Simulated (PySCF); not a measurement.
Input for PySCF:
```python
from pyscf import gto, scf, mcscf
import numpy

mol = gto.Mole()
mol.atom = '''
    B     0.351517    0.775754    0.481912
    C    -0.223676   -0.525853   -0.306468
    F    -1.569313   -0.644791   -0.196928
    F     0.272540   -1.715195    0.104829
    F     0.029483   -0.475704   -1.637124
    C     1.411637    0.526285    1.594915
    H     1.052689   -0.204088    2.320682
    H     1.722352    1.417667    2.131578
    H     2.302448    0.067237    1.162687
    C    -0.226265    2.148760    0.024933
    H    -1.307883    2.167852    0.168151
    H    -0.085805    2.289766   -1.047505
    H     0.194054    3.008856    0.537564
'''
mol.basis = 'sto-3g'
mol.charge = 0
mol.spin = 0
mol.verbose = 4
mol.build()

mf = scf.RHF(mol)
mf.kernel()
mc = mcscf.CASSCF(mf, 2, 2)
mc.fix_spin_(ss=0.0)
mc = mc.state_average_([0.5, 0.5])
mc.kernel()
```

Q: Give the SCF-reference HOMO energy at the level PySCF with SA2-CASSCF(2,2)/STO-3G.

A: -9.71 eV

Q: What is the computed SCF-reference dipole moment (SA2-CASSCF(2,2)/STO-3G)?

A: 2.04 D

Q: Give the nuclear repulsion energy at the level SA2-CASSCF(2,2)/STO-3G.

A: 316.6071 Eh

Q: What SCF-reference Mulliken (on the basis functions themselves) charges in atom order does SA2-CASSCF(2,2)/STO-3G give?

A: B1 0.40, C2 0.32, F3 -0.17, F4 -0.18, F5 -0.17, C6 -0.31, H7 0.07, H8 0.06, H9 0.07, C10 -0.31, H11 0.07, H12 0.07, H13 0.06

Q: What is the computed number of basis functions (SA2-CASSCF(2,2)/STO-3G)?

A: 41
